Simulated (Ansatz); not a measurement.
CH₅NSeSi (`[SiH3]/N=C\[SeH]`), relaxed with RKS PBE0-D4/def2-TZVP in Ansatz 0.2.0 from a PBE-D4/def2-SVP geometry. The force threshold is 0.005 eV/Å; the program also tests the step.

Total charge 0; spin multiplicity 1.

Start:

```xyz
9

Si   -0.284   -1.052   -1.193
N    -0.954    0.162   -0.105
C    -0.392    0.855    0.790
Se    1.502    0.805    1.285
H    -1.400   -1.648   -1.994
H     0.715   -0.412   -2.124
H     0.406   -2.141   -0.408
H    -0.955    1.593    1.405
H     1.362    1.838    2.344
```

**Question.** By how much does the energy fall, and how many steps does the optimiser take? (Estimate.)

**Answer.** The calculation gave: 7.20 kJ/mol, in 25 steps, 3 of them rejected.

**Question.** Which bonds change most? (Estimate.)

**Answer.** Ansatz gave: Si1–N2 from 1.762 to 1.732 Å; Si1–H6 from 1.508 to 1.483 Å; C3–Se4 from 1.958 to 1.937 Å; C3–H8 from 1.114 to 1.094 Å.

**Question.** Give the relaxed structure. (Best estimate.)

**Answer.** The calculation gave: 
```xyz
9

Si   -0.231   -0.986   -1.242
N    -0.726    0.429   -0.375
C    -0.282    0.970    0.657
Se    1.219    0.381    1.731
H    -1.384   -1.917   -1.276
H     0.123   -0.566   -2.620
H     0.939   -1.678   -0.625
H    -0.732    1.879    1.068
H     1.073    1.489    2.683
```
